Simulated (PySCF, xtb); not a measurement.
Mo(NMe)(S)(F)(NH2) (CH5FMoN2S), SMILES C[N]=[Mo]([NH2])([F])=[S], multiplicity 1.

GFN2-xTB (xtb) at its own geometry gives an orbital gap of 2.60 eV and a dipole moment of 5.21 D.

Geometry optimised at B3LYP-D3(BJ)/def2-SVP. The spin state was assumed, not searched. The def2 effective core potentials stand for the cores of Mo; spin–orbit coupling is left out. The values are those of a single conformer.

What does CAM-B3LYP/def2-TZVP (PySCF) give? (Estimate from the structure and the level; the computed values follow.)

gap 7.24 eV (levels -8.46 and -1.22 eV), dipole 3.92 D.
